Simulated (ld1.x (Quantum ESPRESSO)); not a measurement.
# Configuration tests for zirconium (Zr) (TM semilocal)

```
Element                 : Zr (Z = 40)
Generator               : ld1.x (Quantum ESPRESSO) 7.5
Type                    : norm-conserving Troullier–Martins (semilocal form)
Functional              : PBE
Relativity              : scalar-relativistic
Frozen core             : [Kr]
Valence charge          : 4
Reference configuration : 4d2 5s2 5p0
Partial waves           : 5s (bound): rc 2.90 bohr; 4d (bound): rc 1.90 bohr; 5p (bound, empty): rc 4.20 bohr
Local potential         : the p channel
Core correction         : Bessel-smoothed model core inside 1.35 bohr
```

Energies are relative to the spin-unpolarised reference configuration 4d2 5s2 5p0; without spin polarisation the order of configurations can differ from experiment. The frozen-core shift is the all-electron ΔE with the core orbitals held at their reference shape minus the fully relaxed ΔE.

```csv
valence configuration,charge,ΔE all-electron (eV),error AE − PS (meV),frozen-core shift (meV)
4d2 5s1 5p0,+1,7.137,-6.6,+2.9
4d2 5s0 5p0,+2,20.077,-40,+22
4d3 5s0 5p0,+1,7.521,-144,+55
4d2 5s0 5p2,0,6.214,-13,+6.1
4d1 5s2 5p0,+1,7.664,-99,+96
```

(1) What are ΔE and the potential's error for 4d2 5s0 5p1?

(2) What are ΔE and the potential's error for 4d1 5s0 5p0?

Levels in the configuration 4d1 5s0 5p0:

| level | all-electron (eV) | pseudo (eV) |
| --- | --- | --- |
| 4d | -28.203 | -28.668 |

## Answers

(1) ΔE = 10.853 eV all-electron; the error (AE − PS) is -12 meV.

(2) ΔE = 42.704 eV all-electron; the error (AE − PS) is -227 meV.
